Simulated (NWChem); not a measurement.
CH4BF2N; SMILES CNB(F)F

```xyz
9

B      0.0104    -0.5695     0.0000
F      0.7267    -1.6995     0.0003
F     -1.3237    -0.6759     0.0000
N      0.6417     0.6780    -0.0002
C     -0.0210     1.9728    -0.0006
H      1.6525     0.7029    -0.0005
H      0.2372     2.5603    -0.8913
H      0.2418     2.5630     0.8868
H     -1.1016     1.8168     0.0024
```
Atoms are numbered in this order, from 1.

Computed with NWChem. Pople sets run with spherical d functions. Structure relaxed at the B3LYP/6-31G* (spherical d) level. B3LYP is NWChem's, with the RPA form of VWN correlation. Static field.

```
level                 isotropic polarisability (bohr³)  anisotropy (bohr³)
--------------------  --------------------------------  ------------------
PBE/6-31+G*                                 (withheld)          (withheld)
B3LYP/6-31+G*                                     33.1                11.9
Hartree-Fock/6-31+G*                              29.4                 8.9
CAM-B3LYP/6-31+G*                                 32.5                11.4
```

Problem. Fill in the missing entries.

Solution. 
- PBE/6-31+G*, isotropic polarisability (bohr³): 34.5
- PBE/6-31+G*, anisotropy (bohr³): 13.1
